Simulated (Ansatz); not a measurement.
Molecule: sum formula InHCl₂ (charge 0, singlet). 
Geometry from a B3LYP-D3(BJ)/def2-TZVP (Ansatz, a first-principles code) optimisation:
SMILES: [Cl][InH][Cl]
```xyz
4

Cl    -0.4276     2.0477    -0.0030
In    -0.4206    -0.2862    -0.0123
Cl     1.7472    -1.1496     0.0416
H     -1.8249    -1.2420    -0.0534
```

Dipole moments at this geometry, in debye (magnitudes).

| level | program | dipole (D) |
|---|---|---|
| SVWN5/def2-TZVPD | Ansatz | 2.59 |
| PBE/def2-TZVPD | Ansatz | 2.54 |
| r2SCAN/def2-TZVPD | Ansatz | 2.63 |
| B97M-V/def2-TZVPD | Ansatz | 2.52 |
| B3LYP/def2-TZVPD | Ansatz | 2.63 |
| BHLYP/def2-TZVPD | Ansatz | 2.76 |
| r2SCAN0/def2-TZVPD | Ansatz | 2.72 |
| HSE06/def2-TZVPD | Ansatz | 2.66 |
| CAM-B3LYP/def2-TZVPD | Ansatz | 2.72 |
| LC-wPBE/def2-TZVPD | Ansatz | 2.77 |
| wB97M-V/def2-TZVPD | Ansatz | 2.68 |
| wB97X-V/def2-TZVPD | Ansatz | 2.73 |
| CCSD(T)/def2-SVPD | Ansatz | 2.65 |
